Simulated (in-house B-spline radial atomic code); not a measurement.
Cu. Computed with a B-spline radial atomic code. Model: all-electron spherical atom, spin shells full or empty, radial basis limit, no spin-orbit coupling: exact exchange with a local potential (Slater, KLI or optimised effective potential, whose far tail is KLI's), no correlation.

Empty minority-spin level lies below the highest occupied level: each spin potential is zero at infinity, spin occupations fixed.

The run also made RPA and GW results, which its time includes.

The Slater potential averages the orbital exchange potentials with the orbital densities as weights, KLI adds orbital constants, and the optimised effective potential minimises the exact-exchange energy among local potentials. So their energies lie above Hartree-Fock in the order OEP, KLI, Slater. All fall off as −1/r, unlike LDA and GGA exchange.

Command:
```bash
python run_gw.py task.json out
```
Settings (nuclear radius in fm, other lengths in bohr, energies in hartree):
```
Z                      29
electrons              29
configuration          [Ar] 3d10 4s1
hamiltonian            x2c
method                 oep
lmax                   9
rms_radius             3.8823
spin_polarised         True
box_radius             40
intervals              109
ion_configuration      [Ar] 3d10
```

Run time, properties included: 12 s on 1 thread of Intel(R) Xeon(R) 6975P-C (Granite Rapids) (shared host).

Given: hamiltonian one-electron scalar X2C; mean-field start exchange-only OEP.

Computed: energy above Hartree-Fock 12.507 millihartree.

| radius (bohr) | r times exchange potential up (hartree bohr) | r times exchange potential down (hartree bohr) |
| --- | --- | --- |
| 0.00172 | -0.041683 | -0.042072 |
| 0.00217 | -0.052518 | -0.05301 |
| 0.00273 | -0.065932 | -0.066551 |
| 0.00344 | -0.08281 | -0.08359 |
| 0.00433 | ? | ? |
| 0.00545 | -0.12955 | -0.13078 |
| 0.00685 | -0.16101 | -0.16257 |
| 0.00863 | -0.19951 | -0.20148 |
| 0.0109 | -0.24587 | -0.24835 |
| 0.0137 | -0.29852 | -0.30164 |
| 0.0172 | -0.35694 | -0.36086 |
| 0.0216 | -0.41866 | -0.42356 |
| 0.0272 | -0.47889 | -0.48501 |
| 0.0343 | -0.5278 | -0.53536 |
| 0.0432 | ? | ? |
| 0.0543 | -0.53213 | -0.54265 |
| 0.0684 | -0.48539 | -0.49727 |
| 0.086 | -0.50889 | -0.52346 |
| 0.108 | -0.65361 | -0.67362 |
| 0.136 | -0.8132 | -0.84013 |
| 0.172 | -0.92063 | -0.95506 |
| 0.216 | -0.94139 | -0.9834 |
| 0.272 | -0.82781 | -0.87742 |
| 0.342 | -0.6805 | -0.74227 |
| 0.431 | -0.91194 | -0.99603 |
| 0.542 | -1.1815 | -1.288 |
| 0.682 | -1.3391 | -1.467 |
| 0.858 | -1.3844 | -1.5329 |
| 1.08 | -1.3032 | -1.4801 |
| 1.36 | -1.109 | -1.3575 |
| 1.71 | -0.86768 | -1.2317 |
| 2.15 | -0.74899 | -1.1368 |
| 2.71 | -0.80237 | -1.0756 |
| 3.41 | -0.90125 | -1.0418 |
| 4.29 | -0.9692 | -1.0243 |
| 5.41 | -1.0014 | -1.0147 |
| 6.8 | -1.0124 | -1.0089 |

What belongs in the row 0.00433?

r times exchange potential up (hartree bohr): -0.10371; r times exchange potential down (hartree bohr): -0.10469.

What belongs in the row 0.0432?

r times exchange potential up (hartree bohr): -0.55058; r times exchange potential down (hartree bohr): -0.55968.

| occupied | level (hartree) | Hartree-Fock level (hartree) |
| --- | --- | --- |
| 1s up | -325.04 | -332.49 |
| 1s down | -325.24 | -332.49 |
| 2s up | ? | ? |
| 2s down | ? | ? |
| 2p up | -33.704 | -35.799 |
| 2p down | -33.894 | -35.802 |
| 3s up | -4.3643 | -5.1547 |
| 3s down | -4.5491 | -5.1543 |
| 3p up | -2.7879 | -3.3588 |
| 3p down | -2.9715 | -3.3646 |
| 3d up | -0.29721 | -0.47749 |
| 3d down | -0.47757 | -0.48203 |
| 4s up | -0.24712 | -0.24595 |

What belongs in the row 2s up?

level (hartree): -39.079; Hartree-Fock level (hartree): -41.657.

What belongs in the row 2s down?

level (hartree): -39.271; Hartree-Fock level (hartree): -41.657.

```tsv
empty	level (hartree)
4s down	-0.35704
4p down	-0.16889
4p up	-0.12231
5s down	-0.095239
5s up	?
5p down	-0.063608
4d down	-0.057235
```

What belongs in the row 5s up?

level (hartree): -0.083309.

The highest level, 4s up, differs from Hartree-Fock by -0.032 eV and the deepest, 1s down, by +197 eV: a local potential can match the highest level but can't give each shell its own exchange.
